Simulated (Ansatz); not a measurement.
Program: Ansatz. Geometries: PBE0-D4/def2-TZVP. ΔE: electronic, gas phase. CBS: MP2 limit from def2 TZ/QZ plus the TZ coupled-cluster correction, frozen cores. This one scheme is used for every species. Each species was taken in one conformer, which may not be the lowest.

`CO[Si](Cl)(Cl)Cl` + `CNC` → `CO[Si](Cl)(Cl)N(C)C` + HCl  (ligand exchange at the Si–Cl bond)

| species | CCSD(T)/CBS(def2) energy (Eh) |
| --- | --- |
| `CO[Si](Cl)(Cl)Cl` | -1783.64494 |
| `CNC` | -135.00321 |
| `CO[Si](Cl)(Cl)N(C)C` | -1458.25926 |
| HCl | -460.38127 |

Task: Work out ΔE.

Result: ΔE = (-1458.25926) + (-460.38127) − (-1783.64494) − (-135.00321) = 0.00762 Eh = +4.8 kcal/mol.

Largest T1 diagnostic among the species: 0.010.

In def2-TZVPP, CCSD(T) changes the Hartree–Fock value by −4.6 kcal/mol (the triples alone add −0.5 kcal/mol) and MP2 by −4.3 kcal/mol. From BLYP to BHLYP (50 % exact exchange), in def2-TZVPP and without D4, ΔE moves by −1.5 kcal/mol.
